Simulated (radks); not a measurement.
Problem. Coulomb parameter of the 4f shell of the praseodymium ion Pr2+ in the model configuration [Xe] 4f2 5d1, as a second difference U = [E(n + 0.25) + E(n - 0.25) - 2 E(n)] / (0.25)^2 with all orbitals relaxed. "Bare": the charge of the atom changes with n. "Screened": the 5d shell takes up the change at fixed total charge, which measures U(4f,4f) + U(5d,5d) - 2 U(4f,5d). Method: Dirac Kohn-Sham, BLYP, spin-unpolarised, spherical densities, point nucleus; open shells are shared between the two j in proportion to 2j + 1; computed with a radial shooting solver on a logarithmic mesh with Libxc functionals. Estimate both.

Solution. U(bare) = 15.800 eV, U(screened by 5d) = 4.488 eV.
